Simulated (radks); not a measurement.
Task: The zirconium ion Zr11+ is in [Ar] 3d10 4s1. All-electron calculation, scalar-relativistic Kohn-Sham, LDA (Slater exchange, Perdew-Wang correlation), spin-polarised, spherical densities, finite nucleus; Fermi nuclear charge, rms radius of each element as measured or else 0.836 A^(1/3) + 0.57 fm. Program: a radial shooting solver on a logarithmic mesh with Libxc functionals. Open shells are filled with parallel spins first. One electron is removed from 3s, 4s, 3d, 3p in turn, with full relaxation. Which removal costs least, and what does each cost?

Result: 4s 238.52 eV; 3d 399.86 eV; 3p 541.46 eV; 3s 628.06 eV. The 4s electron leaves first.
